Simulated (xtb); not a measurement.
Job for xtb: GFN1-xTB on H2O (SMILES O).

```
$ xtb mol.xyz --gfn 1 --sp --chrg 0 --uhf 0
3

O     -0.00000000     0.00000000     0.38961139
H      0.00000000     0.76498632    -0.19485569
H      0.00000000    -0.76498632    -0.19485569
```

The log:

```
[...]
           -------------------------------------------------
          |                Calculation Setup                |
           -------------------------------------------------



           -------------------------------------------------
          |                 G F N 1 - x T B                 |
           -------------------------------------------------

        Reference                      10.1021/acs.jctc.7b00118
      * Hamiltonian:
        H0-scaling (s, p, d)           1.850000    2.250000    2.000000
        zeta-weighting                 0.000000
      * Dispersion:
        s8                             2.400000
        a1                             0.630000
        a2                             5.000000
        s9                             0.000000
      * Repulsion:
        kExp                           1.500000
        rExp                           1.000000
      * Coulomb:
        alpha                          2.000000
        third order                    atomic
        anisotropic                    false
      * Halogen bond correction:
        rad-scale                      1.300000
        damping                        0.440000


          ...................................................
          :                      SETUP                      :
          :.................................................:
          :  # basis functions                   8          :
          :  # atomic orbitals                   8          :
          :  # shells                            6          :
          :  # electrons                         8          :
          :  # halogen bonds                     0          :
          :  max. iterations                   250          :
          :  Hamiltonian                  GFN1-xTB          :
          :  restarted?                      false          :
          :  GBSA solvation                  false          :
          :  PC potential                    false          :
          :  electronic temp.          300.0000000     K    :
          :  accuracy                    1.0000000          :
          :  -> integral cutoff          0.2500000E+02      :
          :  -> integral neglect         0.1000000E-07      :
          :  -> SCF convergence          0.1000000E-05 Eh   :
          :  -> wf. convergence          0.2000000E-04 e    :
          :  Broyden damping             0.4000000          :
          :  net charge                          0          :
          :  unpaired electrons                  0          :
          ...................................................

 iter      E             dE          RMSdq      gap      omega  full diag
   1     -5.8037811 -0.580378E+01  0.464E+00    9.82       0.0  T
   2     -5.8047356 -0.954551E-03  0.267E+00    9.47       1.0  T
   3     -5.8048126 -0.770291E-04  0.214E-01    9.21       1.0  T
   4     -5.8048503 -0.376877E-04  0.238E-03    9.31      24.3  T
   5     -5.8048503 -0.555817E-08  0.129E-05    9.30    4464.9  T
   6     -5.8048503 -0.222045E-13  0.647E-06    9.30    8928.5  T

   *** convergence criteria satisfied after 6 iterations ***

         #    Occupation            Energy/Eh            Energy/eV
      -------------------------------------------------------------
         1        2.0000           -0.7579672             -20.6253
         2        2.0000           -0.6110775             -16.6283
         3        2.0000           -0.5480977             -14.9145
         4        2.0000           -0.5000991             -13.6084 (HOMO)
         5                         -0.1581644              -4.3039 (LUMO)
         6                         -0.0507660              -1.3814
         7                          0.3300797               8.9819
         8                          0.4515849              12.2882
      -------------------------------------------------------------
                  HL-Gap            0.3419348 Eh            9.3045 eV
             Fermi-level           -0.3291318 Eh           -8.9561 eV

 SCC (total)                   0 d,  0 h,  0 min,  0.001 sec
 SCC setup                      ...        0 min,  0.000 sec (  5.859%)
 Dispersion                     ...        0 min,  0.000 sec (  2.224%)
 classical contributions        ...        0 min,  0.000 sec (  1.430%)
 integral evaluation            ...        0 min,  0.000 sec ( 15.853%)
 iterations                     ...        0 min,  0.001 sec ( 50.465%)
 molecular gradient             ...        0 min,  0.000 sec ( 17.802%)
 printout                       ...        0 min,  0.000 sec (  5.639%)

         :::::::::::::::::::::::::::::::::::::::::::::::::::::
         ::                     SUMMARY                     ::
         :::::::::::::::::::::::::::::::::::::::::::::::::::::
         :: total energy              -5.768683772289 Eh    ::
         :: gradient norm              0.009388768812 Eh/a0 ::
         :: HOMO-LUMO gap              9.304518396830 eV    ::
         ::.................................................::
         :: SCC energy                -5.804850332459 Eh    ::
         :: -> electrostatic           0.050155349907 Eh    ::
         :: repulsion energy           0.036304143801 Eh    ::
         :: dispersion energy         -0.000137583631 Eh    ::
         :: halogen bond corr.         0.000000000000 Eh    ::
         :: add. restraining           0.000000000000 Eh    ::
         :: total charge               0.000000000000 e     ::
         :::::::::::::::::::::::::::::::::::::::::::::::::::::

           -------------------------------------------------
          |                Property Printout                |
           -------------------------------------------------

    * Orbital Energies and Occupations

         #    Occupation            Energy/Eh            Energy/eV
      -------------------------------------------------------------
         1        2.0000           -0.7579672             -20.6253
         2        2.0000           -0.6110775             -16.6283
         3        2.0000           -0.5480977             -14.9145
         4        2.0000           -0.5000991             -13.6084 (HOMO)
         5                         -0.1581644              -4.3039 (LUMO)
         6                         -0.0507660              -1.3814
         7                          0.3300797               8.9819
         8                          0.4515849              12.2882
      -------------------------------------------------------------
                  HL-Gap            0.3419348 Eh            9.3045 eV
             Fermi-level           -0.3291318 Eh           -8.9561 eV

  Mulliken/CM5 charges         n(s)   n(p)   n(d)
     1O    -0.66820 -1.00017   1.694  4.974  0.000
     2H     0.33410  0.50009   0.666  0.000  0.000
     3H     0.33410  0.50009   0.666  0.000  0.000

Wiberg/Mayer (AO) data.
largest (>0.10) Wiberg bond orders for each atom

 ---------------------------------------------------------------------------
     #   Z sym  total        # sym  WBO       # sym  WBO       # sym  WBO
 ---------------------------------------------------------------------------
     1   8 O    1.789 --     2 H    0.895     3 H    0.895
     2   1 H    0.895 --     1 O    0.895
     3   1 H    0.895 --     1 O    0.895
 ---------------------------------------------------------------------------

Topologies differ in total number of bonds
Writing topology from bond orders to xtbtopo.mol

 dipole moment from electron density (au)
     X       Y       Z
   0.0000  -0.0000  -1.1122  total (Debye):    2.827


           -------------------------------------------------
          | TOTAL ENERGY               -5.768683772289 Eh   |
          | GRADIENT NORM               0.009388768812 Eh/α |
Note: The following floating-point exceptions are signalling: IEEE_DENORMAL
normal termination of xtb
          | HOMO-LUMO GAP               9.304518396830 eV   |
           -------------------------------------------------

------------------------------------------------------------------------
------------------------------------------------------------------------
 total:
 SCF:
```

The run finished.

Cost: roughly 0.020 core-seconds.
